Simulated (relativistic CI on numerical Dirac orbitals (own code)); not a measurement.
L2,3 absorption of nickel in several valence states

Computed multiplet spectra 2p⁶3dⁿ → 2p⁵3dⁿ⁺¹ (Dirac-Coulomb-Breit ions, Slater integrals scaled by 0.9, an assumed crystal field that grows with the charge, no charge transfer; 300 K; Lorentzian 0.4 eV and Gaussian 0.3 eV FWHM at both edges, so that L2 comes out sharper than in experiment). Peaks over 5 % are given in eV from the highest peak in the L3 region of each spectrum (height, largest 100). S of the lowest state is read from ⟨S²⟩, and the branching ratio is the share of L3, cut at the minimum between the edges.

Field parameters in Wybourne normalisation: Oh B⁴₀ = 21Dq, B⁴₄ = √(5/14) B⁴₀. The field is a parameter set, without covalency.

- Ni2+ (d8, Oh, 10Dq = 16650 cm⁻¹): S = 1.00, branching ratio 0.73; peaks 0.0 (100), 2.4 (24), 17.3 (25), 18.7 (25)
- Ni3+ (d7, Oh, 10Dq = 21550 cm⁻¹): S = 1.50, high spin, branching ratio 0.82; peaks -5.0 (72), -3.8 (18), -2.5 (75), -1.8 (83), 0.0 (100), 1.7 (16), 3.3 (7), 13.9 (5), 15.7 (21), 16.9 (20), 17.9 (24), 19.4 (6)
- Ni4+ (d6, Oh, 10Dq = 26400 cm⁻¹): S = 0.04, low spin, branching ratio 0.66; peaks -3.1 (8), 0.0 (100), 2.0 (15), 3.1 (34), 4.3 (5), 16.4 (49), 17.1 (45), 18.9 (14), 19.5 (13)

The centroid of the whole edge, which also moves with the branching ratio, lies at 860.9 (Ni2+), 861.3 (Ni3+), 867.9 (Ni4+) eV in this ionic model, in steps of 0.4 to 6.6 eV. Compounds show about 1 to 2 eV a unit and lower energies for the high valences, since ligands screen the charge. The multiplet shape follows the d count and the spin state, and so serves as a fingerprint of valence. Real compounds of Ni3+ are mostly low spin, since covalency shrinks the Slater integrals more than this scale does.
